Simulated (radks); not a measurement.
Question: Neutral krypton, configuration [Kr]. Method: Dirac Kohn-Sham, HCTH/407, spin-unpolarised, spherical densities, finite nucleus; Fermi nuclear charge, rms radius 4.1884 fm; computed with a radial shooting solver on a logarithmic mesh with Libxc functionals. Some entries of the table are withheld. Estimate them.

| orbital | occ. | eigenvalue (hartree) | <r> (bohr) |
|---|---|---|---|
| 1s1/2 | 2 | (1) | 0.04151 |
| 2s1/2 | 2 | (2) | 0.1832 |
| 2p1/2 | 2 | -62.04048 | 0.1573 |
| 2p3/2 | 4 | -60.06169 | 0.1613 |
| 3s1/2 | 2 | -9.75112 | 0.5296 |
| 3p1/2 | 2 | -7.42876 | 0.5324 |
| 3p3/2 | 4 | -7.13677 | 0.5428 |
| 3d3/2 | 4 | -3.07962 | 0.5508 |
| 3d5/2 | 6 | -3.03125 | 0.5547 |
| 4s1/2 | 2 | -0.85655 | 1.567 |
| 4p1/2 | 2 | -0.36370 | 1.903 |
| 4p3/2 | 4 | -0.34006 | 1.952 |

Answer: 
(1) 1s1/2 eigenvalue (hartree): -519.9102
(2) 2s1/2 eigenvalue (hartree): -68.58816
